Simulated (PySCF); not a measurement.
**Bismuth: a sound run and one with changed settings**

Sound run: Bi [Xe] 4f14 5d10 6s2 6p3, Bi⁺ [Xe] 4f14 5d10 6s2 6p2. Computed with PySCF 2.14 in cc-pVDZ-PP with ECP60MDF (4s3p2d, 23 functions), with scalar relativity through the core potential. The sound run starts from symmetry-adapted Hartree-Fock orbitals and uses a fine grid where one is needed.

Changed run: radial step 0.3 in ln r (0.13 in the sound run). This setting is unsound on purpose.

```
species  method  sound run (hartree)  changed run (hartree)  converged
     Bi     UHF           -213.59097             -213.59097        yes
     Bi     LDA           -214.31748             -214.31750        yes
     Bi     PBE           -214.63114             -214.63362        yes
    Bi⁺     UHF           -213.28824             -213.28824        yes
    Bi⁺     LDA           -213.99526             -213.99528        yes
    Bi⁺     PBE           -214.31617             -214.31868        yes
```

Ionisation energy of Bi:

| method | sound run (eV) | changed run (eV) |
| --- | --- | --- |
| UHF | 8.238 | 8.238 |
| LDA | 8.768 | 8.768 |
| PBE | 8.571 | 8.570 |

A coarse radial grid mis-integrates the density and the exchange-correlation energy, with errors of either sign; Hartree-Fock needs no grid.

For comparison, NIST gives 7.286 eV between the lowest levels.
